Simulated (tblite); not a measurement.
C₆H₈ClFO₂.
Cartesian coordinates in Å at the GFN2-xTB level; atoms count from 1:
```xyz
18
C6H8ClFO2 angstrom
C      2.2742   -0.9454   -0.0157
O      0.8754   -0.9269    0.1731
C      0.2114    0.0415   -0.5727
C      0.1843    1.4812    0.0226
F      1.0440    1.6975    1.0623
C     -1.2804    1.2919    0.4270
C     -1.3276   -0.0313   -0.3556
C     -1.7690   -1.2259    0.4286
O     -2.1723   -1.2612    1.5401
Cl    -1.6274   -2.6951   -0.5243
H      2.5217   -1.0958   -1.0735
H      2.6420   -1.7849    0.5694
H      2.7408   -0.0225    0.3380
H      0.5301    0.0082   -1.6258
H      0.3728    2.2700   -0.7116
H     -1.9689    2.0672    0.1040
H     -1.3826    1.1273    1.4979
H     -1.8774    0.0105   -1.2954
```

Method: GFN2-xTB as coded in tblite; computed harmonic values from a numerical Hessian at the method's own geometry, unscaled. Errors from tens to a few hundred cm⁻¹ against measured bands are possible. One conformer, not necessarily the lowest.

Harmonic wavenumbers (cm⁻¹): 30.0, 45.3, 94.1, 116.6, 161.1, 190.4, 232.5, 296.6, 308.2, 396.7, 442.4, 448.2, 537.4, 637.9, 705.7, 742.1, 850.1, 878.2, 937.9, 997.4, 1042.2, 1050.7, 1081.7, 1092.0, 1119.5, 1132.5, 1142.3, 1160.4, 1182.5, 1210.8, 1215.2, 1232.0, 1274.6, 1303.0, 1309.1, 1405.1, 1441.0, 1464.6, 1477.9, 1836.1, 2846.8, 2914.1, 2941.1, 2963.5, 2986.3, 3031.9, 3037.3, 3039.9.

A = 1732, B = 855.6, C = 673.8 MHz; mass 166.020 u (most abundant isotopes); point group C1, symmetry number 1.

Problem. Zero-point energy?

Solution. Half the sum of the wavenumbers: 28991 cm⁻¹ = 346.82 kJ/mol.

Problem. Entropy at 273.15 K, 1 bar (ideal gas, RRHO, classical rotation)?

Solution. Translation 170.79, rotation 125.08, vibration 125.10: S = 421.0 J/(mol K).

Problem. And Cp and H(273.15 K) − H(0)?

Solution. Cp = 150.30 J/(mol K), of which vibrations give 117.04 (their classical limit is 48 R = 399.1); H(273.15 K) − H(0) = 26.10 kJ/mol without the zero-point energy, 17.01 from vibrations.

Problem. Blend soft modes into free rotors: weight 1/[1 + (100 cm⁻¹/ν̃)⁴] for the oscillator and the rest for a rotor with moment μB/(μ + B), μ = h/(8π²ν), B = 10⁻⁴⁴ kg m². What vibrational entropy results?

Solution. 111.10 J/(mol K) in place of 125.10, which changes −T·S at 273.15 K by +3.82 kJ/mol.

Problem. How do the functions run with temperature in this model?

Solution. 
```csv
T (K),S (J/(mol K)),Cp (J/(mol K)),H − H(0) (kJ/mol),G − H(0) (kJ/mol),ln q(vib)
100,309.2,83.3,5.89,-25.02,2.53
200,378.9,121.5,16.17,-59.61,5.51
300,435.6,161.4,30.28,-100.39,8.29
500,536.4,236.3,70.40,-197.80,13.58
800,664.4,307.0,152.95,-378.59,21.03
1000,736.2,336.1,217.42,-518.81,25.62
```

q(vib) and H(0) count from the zero-point level.

Problem. Which modes carry the vibrational entropy at 273.15 K?

Solution. 30.0 cm⁻¹: 23.66; 45.3 cm⁻¹: 20.25; 94.1 cm⁻¹: 14.23; 116.6 cm⁻¹: 12.50; 161.1 cm⁻¹: 9.92; 190.4 cm⁻¹: 8.63 J/(mol K); the other 42 give 35.90 together.

Hindered rotation and anharmonicity are outside this model. Other conformers, if any are populated, would add a mixing term that is left out. The structure is chiral; the term R ln 2 for an equal mix with its mirror image is left out.
